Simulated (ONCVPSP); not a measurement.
**Scattering properties, ONCV potential for titanium**

ONCVPSP 4.0.1 input, shortened (lines: element, Z, core and valence counts, functional; n l f; lmax; l rc ep ncon nbas qcut; lloc lpopt rc5 dvloc0; l nproj debl; icmod fcfact rcfact), PBE, scalar-relativistic:

```
  Ti 22.00    3    3        4      upf
    1    0    2.00
    2    0    2.00
    2    1    6.00
    3    0    2.00
    3    1    6.00
    3    2    2.00
    2
    0    1.15    0.00    3    6    4.80
    1    1.55    0.00    4    7   11.30
    2    2.20    0.00    5    9    7.90
    4    2    0.90    6.00
    0    1    3.50
    1    2    2.20
    2    3    3.70
    0    0.00    0.00
```

The phase is arctan(r·R′/R) of the radial function R(r), unwrapped; energies in Ha, scanned from -4 to 5 Ha. A pole is an energy at which the radial function vanishes at the test radius. The pseudo phase is shifted by a multiple of π to meet the all-electron one at the reference energy, and phase errors are pseudo minus all-electron; the curves can meet again beyond the range given. Levels narrower than the energy grid can be missing from the lists of poles.

For each channel, where are the poles, and over which energies does the pseudopotential scatter like the atom?

```tsv
channel	radius (bohr)	reference energy (Ha)	poles, all-electron	poles, pseudo	unbroken range about the reference energy with phases within 0.05 rad	phase error 1 Ha above the reference energy (rad)
s	1.17	-2.89	0.02	-0.27	below 0.7	-0.004
p	1.57	-2.01	-1.27	-1.27	the whole range	-0.000
d	2.24	-0.72	-0.48, 2.77	-0.48, 2.77	the whole range	+0.002
```

Phases in the s channel:

```tsv
E (Ha)	all-electron	pseudo
-3.98	-0.567	-0.578
-3.50	-0.892	-0.895
-3.02	-1.106	-1.106
-2.54	-1.247	-1.248
-2.06	-1.345	-1.348
-1.58	-1.418	-1.424
-1.10	-1.474	-1.484
-0.62	-1.520	-1.536
-0.14	-1.559	-1.583
0.34	-1.593	-1.630
0.82	-1.625	-1.678
1.30	-1.655	-1.734
1.78	-1.686	-1.804
2.26	-1.717	-1.905
2.74	-1.750	-2.073
3.22	-1.787	-2.414
3.70	-1.830	-3.123
4.18	-1.881	-3.845
4.66	-1.946	-4.194
```
